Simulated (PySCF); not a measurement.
Compound: C₃H₁₂Si₂.
Bonds: C1–Si2, Si2–C3, C3–C4, C4–Si5. Hydrogens: H6, H7, H8 on C1; H9, H10 on Si2; H11, H12 on C3; H13, H14 on C4; H15, H16, H17 on Si5.

Method: PBE0-D3(BJ)/def2-SVP geometry optimisation, gas phase in PySCF 2.14.0.

Q: Give the optimised bond lengths and angles.

A: 
```csv
bond,length (Å),order
C1–Si2,1.880,single
Si2–C3,1.890,single
C3–C4,1.534,single
C4–Si5,1.888,single
"C1–H6, C1–H7, C1–H8",1.101,single
"Si2–H9, Si2–H10",1.499,single
"C3–H11, C3–H12",1.105,single
"C4–H13, C4–H14",1.104,single
"Si5–H15, Si5–H16, Si5–H17",1.497,single
```

Bonds in one row agree within 0.01 Å and their mean is given. Orders are formal, as drawn. A selection of angles:
```csv
angle,degrees
Si2–C1–H6,110.9
H6–C1–H7,107.9
C1–Si2–C3,111.8
C1–Si2–H9,110.0
C3–Si2–H9,108.8
H9–Si2–H10,107.3
Si2–C3–C4,113.6
Si2–C3–H11,108.0
C4–C3–H11,110.6
H11–C3–H12,105.6
C3–C4–Si5,113.5
C3–C4–H13,110.6
Si5–C4–H13,108.1
H13–C4–H14,105.6
C4–Si5–H15,110.2
C4–Si5–H17,111.3
H15–Si5–H16,108.1
H15–Si5–H17,108.6
```

Dihedral angles: C1–Si2–C3–C4 180° (antiperiplanar); Si2–C3–C4–Si5 180° (antiperiplanar).

The 5 heavy atoms lie in one plane (0.003 Å rms). Si5 (SiH3 silicon) is tetrahedral (angles from 108.1° to 111.3°). Si2 (SiH2 silicon) is tetrahedral (angles from 107.3° to 111.8°).

Point group: Cs (tolerance 0.08 Å). Stationary, but not proved a minimum. The numbers are those of one conformer.
